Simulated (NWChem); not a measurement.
System: C3H5BO2; SMILES C1=CCOB1O

Input file for NWChem:

```
start job
memory heap 200 mb stack 700 mb global 900 mb
geometry units angstroms noautosym nocenter noautoz
  O      0.130504    -2.143249     0.000000
  B      0.094909    -0.781563     0.000000
  C      1.280946     0.225200     0.000000
  C      0.700266     1.437144     0.000000
  C     -0.802735     1.322156     0.000000
  O     -1.096895    -0.076032     0.000000
  H     -0.765503    -2.513416     0.000000
  H      2.353952     0.065335     0.000000
  H      1.189526     2.409260     0.000000
  H     -1.258890     1.786663     0.885543
  H     -1.258890     1.786663    -0.885543
end
basis spherical
  O library def2-svp
  B library def2-svp
  C library def2-svp
  H library def2-svp
end
dft
  xc b3lyp
  iterations 150
  mulliken
end
task dft energy
esp
  recalculate
  probe 0.07
  range 0.3
  factor 1.0
  spacing 0.02
end
task esp
```

All runs use the structure optimised with B3LYP/6-31G* (spherical d).

Atomic charges in e: unrestrained fits to the electrostatic potential beside Mulliken populations; buried atoms are poorly determined by the fit.

Atoms are numbered as in the input.

Question: Predict the main results of this run. (B3LYP/def2-SVP.) Quantities: ESP O1; Mulliken O1; ESP B2; Mulliken B2; ESP C3; Mulliken C3; ESP C4; Mulliken C4; ESP C5; Mulliken C5; relative RMS misfit of the potential (%).

Answer: 
```yaml
ESP O1: -0.67
Mulliken O1: -0.13
ESP B2: 0.67
Mulliken B2: -0.04
ESP C3: -0.31
Mulliken C3: 0.04
ESP C4: -0.18
Mulliken C4: -0.14
ESP C5: 0.43
Mulliken C5: 0.30
relative RMS misfit of the potential (%): 30
```
